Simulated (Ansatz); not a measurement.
Ansatz (a first-principles code) input (MP2/def2-QZVPPD): A basis named .json is the Basis Set Exchange file of that set (core-valence sets with the plain set on hydrogen).

Ansatz 0.2 input:
```yaml
crystal:
  periodic: [false, false, false]
  atoms:
    - {symbol: Cl, position_ang: [-0.00000000, -0.00000000, -1.45740920]}
    - {symbol: Br, position_ang: [0.00000000, 0.00000000, 0.70788447]}
basis:
  gaussian:
    orbitals: def2-QZVPPD.json
magnetization: {spin_polarized: false}
correlation: {method: mp2, electrons: outside_noble_gas}
output: {forces: true}
```

Output:

```
Functional definition: HF
integrals: 0.25 GiB planned
1110 factors; integrals over basis functions are off by at most 1.1e-3 eV
mean field: 0.74 GiB planned
mean field evaluation 1: about -82503.4664 eV, gradient 1.4e1 eV
mean field evaluation 2: about -82503.5511 eV, gradient 1.4e1 eV
mean field evaluation 4: about -82503.9690 eV, gradient 1.3e0 eV
mean field evaluation 8: about -82503.9765 eV, gradient 5.6e-5 eV
mean field -82503.97647354 eV, -3031.9652121986 hartree, gradient 1.7e-6 eV, S^2 0.000000; 0 other end points of the search recorded, 0 dependent functions left out
19 core orbitals not correlated
reference -82503.97647354 eV, -3031.9652121986 hartree; 7, 7 occupied and 151, 151 virtual orbitals, 1110 factors
densities: 0.47 GiB planned
second order -10.60639452 eV of doubles, -0.00000000 eV of singles
the calculation of the forces begins
mean field evaluation 16: about -82503.9765 eV, gradient 1.7e-6 eV
Total energy: -82514.58286806 eV, -3032.3549900081 hartree
Atom 0 at    -0.000000    -0.000000    -1.457409 Å, force    -0.000000    -0.000000     0.665272 eV/Å
Atom 1 at     0.000000     0.000000     0.707884 Å, force     0.000000     0.000000    -0.665272 eV/Å
Dipole moment:     0.000000     0.000000     0.106015 e Å
```
